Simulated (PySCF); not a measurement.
SMILES C=C/C=C\[SiH3] (C₄H₈Si) (GFN2-xTB optimised geometry):

```
13

C      2.701     0.482     0.000
C      1.371     0.505     0.001
C      0.553    -0.683     0.000
C     -0.784    -0.683     0.000
Si    -1.903     0.829     0.000
H      3.248    -0.447     0.000
H      3.290     1.383     0.001
H      0.841     1.449     0.001
H      1.101    -1.621     0.000
H     -1.277    -1.648     0.000
H     -1.665     1.648    -1.192
H     -1.675     1.641     1.200
H     -3.290     0.356    -0.007
```

Calculation: CAM-B3LYP/def2-TZVP (PySCF).

Q: What are the frontier orbital energies and the dipole moment?

A: HOMO-2 -10.69 eV, HOMO-1 -10.31 eV, HOMO -8.15 eV, LUMO -0.21 eV, LUMO+1 1.88 eV; dipole moment 0.76 D.

On the same geometry PySCF with PBE/def2-TZVP gives HOMO-2 -8.00 eV, HOMO-1 -7.57 eV, HOMO -5.99 eV, LUMO -2.23 eV, LUMO+1 0.15 eV; dipole moment 0.81 D.

Meta-Löwdin charges at CAM-B3LYP/def2-TZVP: C1 -0.25, C2 -0.10, C3 -0.07, C4 -0.37, Si5 0.51, H6 0.12, H7 0.13, H8 0.11, H9 0.11, H10 0.12, H11 -0.10, H12 -0.10, H13 -0.10.
